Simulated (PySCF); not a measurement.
Q: Give a PBE0-D3(BJ)/def2-SVP geometry of In(NCO)3 (`[In]([N]=C=O)([N]=C=O)[N]=C=O`).

A: 
```
atom  x, y, z in Å
In1    0.0251    0.0056    0.0019
N2     1.9481    0.5689    0.0556
C3     3.0852    0.1582    0.0602
O4     4.2047   -0.1684    0.0671
N5    -1.4332    1.3788   -0.0294
C6    -1.6954    2.5584   -0.0257
O7    -2.0196    3.6790   -0.0243
N8    -0.4565   -1.9391   -0.0150
C9    -1.3565   -2.7447   -0.0346
O10   -2.1772   -3.5735   -0.0515
```

Any rigid rotation of these coordinates is as good. Atoms count from 1 in this order. All 3 In–N bonds measure 2.003 to 2.005 Å. All 3 C–O bonds measure 1.166 to 1.167 Å. In1 (indium bonded to 3 N) is planar (angles 120.4°, 120.2° and 119.4°, sum 360.0°, 0.00 Å off the plane of its three neighbours). The 10 heavy atoms lie in one plane (0.007 Å rms).

Bonds between heavy atoms (Å): In1–N2 2.005, In1–N5 2.003, In1–N8 2.004, N2–C3 1.209, C3–O4 1.166, N5–C6 1.208, C6–O7 1.167, N8–C9 1.208, C9–O10 1.166.

Method used: PBE0-D3(BJ)/def2-SVP geometry optimisation, gas phase, def2 core potentials past Kr in PySCF.

Point group: near C3h, missed by 0.09 Å at most; the miss may be what the optimiser left on a soft mode (Cs holds within 0.08 Å). PBE0-D3(BJ)/def2-SVP frequencies: not computed here. The numbers are those of one conformer (N5–In1–N2–C3 -178°, N2–In1–N5–C6 0°, N2–In1–N8–C9 179°).
